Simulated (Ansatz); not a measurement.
Basis-set extrapolation for `C1OC[SiH2]1` (PBE0-D4/def2-TZVP geometry, frozen core, Ansatz 0.2.0). Multiplicity 1, RHF reference.

```json
{"": "HF", "def2-TZVPP": "-443.039463", "def2-QZVPP": "-443.055830"}
{"": "MP2 correlation", "def2-TZVPP": "-0.696623", "def2-QZVPP": "-0.746230"}
{"": "CCSD(T) correlation", "def2-TZVPP": "-0.764397", "def2-QZVPP": "not run"}
```

Energies in hartree. Use E(X) = E(∞) + A·exp(−7.88·√X) for Hartree–Fock and E(X) = E(∞) + B·X^(−2.97) for correlation, with X = 3 and 4, and add CCSD(T) minus MP2 of the smaller set to the MP2 limit.

Question: What is the CCSD(T) energy at the basis-set limit?

Answer: HF limit: -443.055830 + (-0.016367) × 0.13774 = -443.05808. MP2 limit: -0.746230 + (-0.049607) × 0.74074 = -0.78298. Higher-order term: -0.764397 − (-0.696623) = -0.06777. Total: -443.90883 hartree, 275.6 kJ/mol below CCSD(T)/def2-TZVPP.
